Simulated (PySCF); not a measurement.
ZrOCl, SMILES [O]=[Zr][Cl] (connectivity only; charge and spin as stated), neutral, multiplicity 2.

Geometry optimised at PBE-D3(BJ)/def2-TZVP. The multiplicity is an assumed one; other spin states were not compared. The def2 effective core potentials stand for the cores of Zr; spin–orbit coupling is left out.

Level of theory: PBE-D3(BJ)/def2-TZVP in PySCF.

Frequencies are harmonic and unscaled.

Computed vibrational spectrum:
```json
[
 {"mode": "1", "ν (cm⁻¹)": "178", "IR (km/mol)": "5.3", "moving atoms (share of kinetic energy)": "O 66 %, Cl 21 %, Zr 13 %"},
 {"mode": "2", "ν (cm⁻¹)": "385", "IR (km/mol)": "62.1", "moving atoms (share of kinetic energy)": "Cl 69 %, Zr 30 %"},
 {"mode": "3", "ν (cm⁻¹)": "943", "IR (km/mol)": "160.5", "moving atoms (share of kinetic energy)": "O 85 %, Zr 15 %"}
]
```
